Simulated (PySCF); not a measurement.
H₅B₃N₃ (SMILES [B]1NBNBN1), doublet, at a GFN2-xTB geometry. Base run: M06/6-31G run with PySCF.

Geometry (Å):
```xyz
11

B     -0.4891     1.4099    -0.1355
N     -1.3898     0.3376     0.0893
B     -0.9581    -1.0074     0.2218
N      0.4338    -1.2504     0.1201
B      1.3858    -0.2256    -0.1034
N      0.8916     1.0986    -0.2273
H     -2.3803     0.5194     0.1605
H     -1.7237    -1.8805     0.4079
H      0.7629    -2.1992     0.2113
H      2.5355    -0.4597    -0.1830
H      1.5635     1.8350    -0.3867
```
Charge 0, spin multiplicity 2.
Orbitals are unrestricted.
All else is at PySCF's defaults.
Base energy -241.77489 Eh.

The base run was repeated with changes; each row names its change, and settings that it needs were set with it.

```
change                                ΔE vs base (µEh)  grid points  electrons on the grid
------------------------------------  ----------------  -----------  ---------------------
base                                               0.0       132888               40.99999
grids.level = 2                                  -42.9        93464               40.99998
grids.atom_grid = (150, 974)                       9.0       878592               41.00000
grids.radi_method = delley                         4.5       140088               40.99999
grids.level = 7                                   11.0       765048               41.00000
grids.level = 1                                   -429        43264               41.00011
grids.prune = dft.gen_grid.sg1_prune               158        59640               41.00002
grids.atom_grid = (50, 194)                       -257        72072               41.00002
grids.radi_method = gauss_chebyshev                1.6       129536               40.99999
grids.level = 5                                    5.3       373520               41.00000
grids.prune = off                                 -7.5       211400               40.99999
```

Open shells are given as the SCF converged; they aren't shown to be the lowest states, and a large step between rows can be another state.
